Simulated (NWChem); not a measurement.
System: C$_{2}$H$_{3}$ClOSi; SMILES Cl[Si@H]1C=CO1

Input file for NWChem:

```
start job
memory heap 200 mb stack 900 mb global 1100 mb
geometry units angstroms noautoz
  Cl    -0.035272     1.867851    -0.269017
  Si    -0.078964    -0.012298     0.577941
  C     -1.087404    -1.346605    -0.176414
  C      0.114225    -1.893736    -0.454701
  O      1.152392    -1.053602    -0.043623
  H      0.016535     0.174341     2.040479
  H     -2.076612    -1.738426    -0.355752
  H      0.417561    -2.833165    -0.913056
end
basis spherical
  Cl library def2-svp
  Si library def2-svp
  C library def2-svp
  O library def2-svp
  H library def2-svp
end
dft
  xc b3lyp
  iterations 150
  mulliken
end
task dft energy
```

NWChem printed, in part:

```
             Northwest Computational Chemistry Package (NWChem) 7.3.0
             --------------------------------------------------------

 C1  symmetry detected

                             Geometry "geometry" -> ""
                             -------------------------

 Output coordinates in angstroms (scale by  1.889725989 to convert to a.u.)

  No.       Tag          Charge          X              Y              Z
 ---- ---------------- ---------- -------------- -------------- --------------
    1 Cl                  17.0000     0.00638006     1.88120962    -0.26972371
    2 Si                  14.0000    -0.07017198     0.00169557     0.57631046
    3 C                    6.0000    -1.12353210    -1.30628304    -0.16260923
    4 C                    6.0000     0.05947134    -1.88269950    -0.46086276
    5 O                    8.0000     1.12470600    -1.06906214    -0.06605857
    6 H                    1.0000     0.05368624     0.18413488     2.03725078
    7 H                    1.0000    -2.12494050    -1.67324053    -0.32613812
    8 H                    1.0000     0.33191768    -2.82880345    -0.92485542

 Effective nuclear repulsion energy (a.u.)     270.0355471622

                                 NWChem DFT Module
                                 -----------------

 Summary of "ao basis" -> "ao basis" (spherical)
 ------------------------------------------------------------------------------
       Tag                 Description            Shells   Functions and Types
 ---------------- ------------------------------  ------  ---------------------
 Cl                         def2-svp                 8       18   4s3p1d
 Si                         def2-svp                 8       18   4s3p1d
 C                          def2-svp                 6       14   3s2p1d
 O                          def2-svp                 6       14   3s2p1d
 H                          def2-svp                 3        5   2s1p

            General Information
            -------------------
          SCF calculation type: DFT
          Wavefunction type:  closed shell.
          No. of atoms     :     8
          No. of electrons :    54
           Alpha electrons :    27
            Beta electrons :    27
          Charge           :     0
          Spin multiplicity:     1
          Use of symmetry is: off; symmetry adaption is: off
          Maximum number of iterations: 150
          AO basis - number of functions:    93
                     number of shells:    43
          Convergence on energy requested:  1.00D-06
          Convergence on density requested:  1.00D-05
          Convergence on gradient requested:  5.00D-04

              XC Information
              --------------
                         B3LYP Method XC Potential
                     Hartree-Fock (Exact) Exchange  0.200
                        Slater Exchange Functional  0.800 local
                    Becke 1988 Exchange Functional  0.720 non-local
              Lee-Yang-Parr Correlation Functional  0.810
                  VWN I RPA Correlation Functional  0.190 local

             Grid Information
             ----------------
          Grid used for XC integration:  medium
          Radial quadrature: Mura-Knowles
          Angular quadrature: Lebedev.
          Tag              B.-S. Rad. Rad. Pts. Rad. Cut. Ang. Pts.
          ---              ---------- --------- --------- ---------
          Cl                  1.00       88          12.0       590
          Si                  1.10       88          10.0       590
          C                   0.70       49          10.0       434
          O                   0.60       49          10.0       434
          H                   0.35       45          11.0       434
          Grid pruning is: on
          Number of quadrature shells:   458
          Spatial weights used:  Erf1

      Superposition of Atomic Density Guess
      -------------------------------------

 Sum of atomic energies:        -899.50067549

      Non-variational initial energy
      ------------------------------

 Total energy =    -901.792162
 1-e energy   =   -1778.344272
 2-e energy   =     606.516562
 HOMO         =      -0.298565
 LUMO         =       0.013872

     ---------------------------------------------
      Total Density - Mulliken Population Analysis
     ---------------------------------------------

    Atom       Charge   Shell Charges
 -----------   ------   -------------------------------------------------------
    1 Cl  17    17.39   2.00  1.99  1.22  0.72  5.94  2.15  3.35  0.01
    2 Si  14    12.85   2.00  1.99  0.93  0.19  5.93  0.90  0.62  0.29
    3 C    6     6.56   1.99  1.00  0.38  2.11  1.06  0.02
    4 C    6     5.55   1.99  0.94  0.26  1.66  0.62  0.07
    5 O    8     8.78   1.99  1.11  0.72  3.01  1.93  0.01
    6 H    1     1.08   0.69  0.37  0.01
    7 H    1     0.88   0.65  0.21  0.03
    8 H    1     0.92   0.67  0.22  0.02

   convergence    iter        energy       DeltaE   RMS-Dens  Diis-err
 ---------------- ----- ----------------- --------- --------- ---------
 d= 0,ls=0.0,diis     1   -902.5562892038 -1.17D+03  1.41D-02  7.29D-01
 d= 0,ls=0.0,diis     2   -902.5246612015  3.16D-02  7.97D-03  1.12D+00
 d= 0,ls=0.0,diis     3   -902.6371873637 -1.13D-01  2.18D-03  6.55D-02
 d= 0,ls=0.0,diis     4   -902.6410438613 -3.86D-03  1.21D-03  1.83D-02
 d= 0,ls=0.0,diis     5   -902.6431691464 -2.13D-03  3.33D-04  1.36D-03
  Resetting Diis
 d= 0,ls=0.0,diis     6   -902.6433432820 -1.74D-04  9.20D-05  8.46D-05
 d= 0,ls=0.0,diis     7   -902.6433547883 -1.15D-05  3.20D-05  2.27D-06
 d= 0,ls=0.0,diis     8   -902.6433547131  7.52D-08  1.74D-05  2.76D-06
 d= 0,ls=0.0,diis     9   -902.6433550636 -3.50D-07  2.85D-06  1.21D-07

[...]
```

Level: B3LYP/def2-SVP. Coordinates come from a B3LYP/6-31G* (spherical d) optimisation.
